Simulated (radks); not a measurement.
Task: All-electron atom: Eu+ in [Kr] 4d10 4f7 5s2 5p5.5 6s1 7s0.5 (fractional occupations, a model configuration). Method: Dirac Kohn-Sham, PBE, spin-unpolarised, spherical densities, point nucleus; open shells are shared between the two j in proportion to 2j + 1; computed with a radial shooting solver on a logarithmic mesh with Libxc functionals. Some entries of the table are withheld. Estimate them.

orbital     occ.  eigenvalue (hartree)  <1/r> (bohr^-1)
1s1/2          2             -1776.190            70.25
2s1/2          2             -291.8449            16.73
2p1/2          2             -276.8728            16.70
2p3/2          4             -253.0565            14.82
3s1/2          2             -64.51149            6.088
3p1/2          2             -58.05042              (1)
3p3/2          4             -53.19517              (2)
3d3/2          4             -42.02477              (3)
3d5/2          6             -40.96836              (4)
4s1/2          2             -13.10959            2.538
4p1/2          2             -10.61475            2.431
4p3/2          4              -9.54440            2.271
4d3/2          4              -5.44051              (5)
4d5/2          6              -5.24858              (6)
5s1/2          2              -2.01634           0.9681
5p1/2    1.83333              -1.34240           0.8525
5p3/2    3.66667              -1.19897           0.7967
4f5/2          3              -0.48932            1.433
4f7/2          4              -0.46635            1.414
6s1/2          1              -0.37911           0.3483
7s1/2        0.5              -0.14099           0.1560

Result: 
(1) 3p1/2 <1/r> (bohr^-1): 6.002
(2) 3p3/2 <1/r> (bohr^-1): 5.528
(3) 3d3/2 <1/r> (bohr^-1): 5.404
(4) 3d5/2 <1/r> (bohr^-1): 5.285
(5) 4d3/2 <1/r> (bohr^-1): 2.050
(6) 4d5/2 <1/r> (bohr^-1): 2.010
